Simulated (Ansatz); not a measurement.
Mulliken charges of ClFGeHS, SMILES `[F][Ge]([SH])[Cl]` radical from PBE/def2-TZVPP in Ansatz (PBE0-D4/def2-TZVP geometry).

```csv
atom,x (Å),y (Å),z (Å),charge (e)
F1,-1.118,-0.859,1.560,-0.308
Ge2,0.026,-0.741,0.260,0.645
S3,0.800,1.340,0.437,-0.221
Cl4,-1.100,-1.057,-1.557,-0.248
H5,1.442,1.243,-0.741,0.133
```

By hand: the dipole of these point charges (1 e Å = 4.8032 D).

Σ q r = (0.649, -0.082, -0.122) e Å, of length 0.665 e Å = 3.19 D.

How does the dipole of the full density compare? (Estimate.)

The calculation gave: (0.424, 0.071, -0.167) e Å, 2.22 D; the point charges give 1.44 times that, at 19° from its direction.

Point charges leave out the atoms' own dipoles, such as those of lone pairs, and Mulliken's split depends on the basis, so the two needn't agree.
